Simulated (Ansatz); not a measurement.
Cost and result for the atomization energy of C4H10O2Si, SMILES `CC(C)(C)O[Si]O` (17 atoms, 16 bonds).

```tsv
atom	x (Å)	y (Å)	z (Å)
C1	-1.141	1.073	-0.410
C2	-0.006	0.236	0.163
C3	1.314	0.983	0.051
C4	-0.295	-0.131	1.610
O5	0.154	-0.992	-0.550
Si6	-0.653	-1.634	-1.843
O7	0.182	-3.046	-1.990
H8	-1.238	2.003	0.154
H9	-0.954	1.327	-1.457
H10	-2.092	0.539	-0.354
H11	2.129	0.367	0.435
H12	1.281	1.913	0.624
H13	1.526	1.227	-0.992
H14	0.507	-0.757	2.007
H15	-0.374	0.767	2.227
H16	-1.233	-0.685	1.682
H17	0.895	-3.191	-1.357
```

Total charge 0; spin multiplicity 1. All single points use the PBE0-D4/def2-TZVP geometry. It is one conformer, not always the lowest. Program: Ansatz. All runs use 2 threads of an AMD EPYC 7R13 on a shared host and a share of an NVIDIA H100 80 GB. Times are those of one run each, without the atoms' runs, and a repeat can differ threefold. Electronic energies, without spin–orbit coupling; frozen cores. CCSD(T)/CBS adds CCSD(T) − MP2 in def2-TZVPP to the MP2 limit, and its time is that of the two runs behind it. T1 = 0.013. B3LYP takes the VWN-RPA correlation (the form of Gaussian; ORCA's B3LYP/G).

CCSD(T)/CBS is a level of theory with its own doubt, some kJ/mol a heavy atom from the limit and from the frozen cores, so smaller differences don't rank the functionals.

```
                             level  functions  wall time
 B3LYP-D4/def2-TZVPP (with forces)        368       13 s
               BHLYP-D4/def2-TZVPP        368       13 s
            LDA (SPW92)/def2-TZVPP        368       14 s
                 B97M-V/def2-TZVPP        368       14 s
   PBE-D4/def2-TZVPP (with forces)        368       15 s
             r2SCANh-D4/def2-TZVPP        368       15 s
                 B2PLYP/def2-TZVPP        368       16 s
                  CCSD(T)/def2-SVP        152       16 s
               PBE-QIDH/def2-TZVPP        368       18 s
r2SCAN-D4/def2-TZVPP (with forces)        368       18 s
                    MP2/def2-QZVPP        712       19 s
                CCSD(T)/def2-TZVPP        368       19 s
                 CCSD(T)/CBS(def2)          –       38 s
```

Problem. What atomization energy does each give, and how far from CCSD(T)/CBS? (Estimate.)

Solution. Ansatz gave: 
```tsv
level	atomization (kcal/mol)	difference from CCSD(T)/CBS	per bond
B3LYP-D4/def2-TZVPP (with forces)	1633.6	-4.0	-0.3
BHLYP-D4/def2-TZVPP	1587.4	-50.2	-3.1
LDA (SPW92)/def2-TZVPP	1870.6	233.0	14.6
B97M-V/def2-TZVPP	1637.4	-0.2	0.0
PBE-D4/def2-TZVPP (with forces)	1665.3	27.7	1.7
r2SCANh-D4/def2-TZVPP	1627.5	-10.1	-0.6
B2PLYP/def2-TZVPP	1617.8	-19.8	-1.2
CCSD(T)/def2-SVP	1554.0	-83.6	-5.2
PBE-QIDH/def2-TZVPP	1625.4	-12.2	-0.8
r2SCAN-D4/def2-TZVPP (with forces)	1637.1	-0.5	0.0
MP2/def2-QZVPP	1647.9	10.3	0.6
CCSD(T)/def2-TZVPP	1597.4	-40.2	-2.5
CCSD(T)/CBS(def2)	1637.6	0.0	0.0
```

The D4 term adds +15.4 kcal/mol with B3LYP and +8.3 kcal/mol with PBE0; it sums over pairs of atoms, weighted by their polarisabilities, and B3LYP, whose exchange is more repulsive, gets the larger term. At CCSD(T), def2-SVP lies −83.5 kcal/mol from the extrapolated value and def2-TZVPP −40.1 kcal/mol: correlation converges slowly with the basis, and small sets miss more of it in the bonded molecule than in its fragments. From r2SCAN to r2SCAN0 (25 % exact exchange), in def2-TZVPP and without D4, the atomization energy moves by −23.7 kcal/mol: exact exchange takes away binding that semilocal exchange gives to molecules.
